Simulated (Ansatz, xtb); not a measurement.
Two isomers of CH6Si2Te

We compare X, `C[Si@@H]1[SiH2][Te]1`, a singlet, with Y, `C1[SiH2][Te][SiH2]1`, a singlet. Both are isolated molecules in the gas phase, relaxed with r2SCAN-D4/def2-SVP.

Energies in hartree; the thermal terms are from r2SCAN-D4/def2-SVP harmonic frequencies (ideal gas, rigid rotor, one conformer each, 298.15 K, 1 atm) and include the zero-point energy:

|  | X | Y |
| --- | --- | --- |
| E, CCSD(T)/def2-SVP | −886.562334 | −886.573830 |
| E, MP2/def2-SVP | −886.491240 | −886.503885 |
| E, MP2/def2-TZVPP | −887.179779 | −887.193884 |
| zero-point energy | 0.063189 | 0.061608 |
| H(298 K) − E | 0.071249 | 0.068961 |
| G(298 K) − E | 0.030659 | 0.029552 |

Task: Correct the CCSD(T) difference for the basis set by the MP2 change, then work out ΔE, ΔE₀, ΔH and ΔG for X → Y in kcal/mol (1 Eh = 627.51 kcal/mol) and the equilibrium ratio [Y]/[X].

Result: 1. Differences Y − X: CCSD(T) −0.011496, MP2 in the small set −0.012645, MP2 in the large set −0.014105 Eh.
2. ΔE = −0.011496 + (−0.014105 − (−0.012645)) = −0.012956 Eh = −8.13 kcal/mol.
3. ΔE₀ = ΔE + ΔZPE = −0.012956 + (−0.001581) Eh = −9.12 kcal/mol.
4. ΔH = ΔE + (−0.002288) Eh = −9.57 kcal/mol.
5. ΔG = ΔE + (−0.001107) Eh = −8.82 kcal/mol, so ΔS = (ΔH − ΔG)/T = −10.4 J/(mol K).
6. kT = 0.9442 mEh, so K = [Y]/[X] = exp(−ΔG/kT) = exp(+14.89) ≈ 2.9 × 10^6.

Structure Y is favoured at this temperature. An error of 1 kcal/mol in ΔG would change K by a factor of 5.4. Mirror images and further conformers aren't counted.

As drawn, Y has 1 C–Si, 1 Si–H in place of 1 Si–Si, 1 C–H. Structure X has a 3-membered ring, Y a 4-membered ring.

Other levels gave ΔE = −23.3 (GFN2-xTB); −26.7 (HF/STO-3G, GFN2-xTB geometries); −5.2 (r2SCAN-D4/def2-SVP//GFN2-xTB); −5.7 (r2SCAN-D4/def2-SVP); −10.3 (HF/def2-SVP); −7.9 (MP2/def2-SVP); −7.2 (CCSD(T)/def2-SVP) kcal/mol. The correlated steps freeze 15 core orbitals; the filled d shell of Te is correlated, in a basis made for valence electrons. Atoms past krypton carry core potentials in the def2 sets, without spin–orbit terms. Programs: Ansatz 0.2.0, xtb 6.7.1.
